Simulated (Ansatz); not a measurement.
Ansatz (a first-principles code) input:
A basis named .json is the Basis Set Exchange file of that set.

Ansatz 0.2 input:
```yaml
crystal:
  periodic: [false, false, false]
  atoms:
    - {symbol: Cu, position_ang: [-0.00000000, -0.00000000, -0.41803296]}
    - {symbol: F, position_ang: [0.00000000, 0.00000000, 1.34699509]}
basis:
  gaussian:
    orbitals: def2-TZVPPD.json
magnetization: {spin_polarized: true, initial_magnetization: 2}
correlation: {method: ccsd_t, electrons: outside_noble_gas}
```

Which total energy does the run end on?

-1739.07075 Eh (CCSD(T)/def2-TZVPPD). The basis has 107 functions.

The spin state was set by rule; other spins were not relaxed.
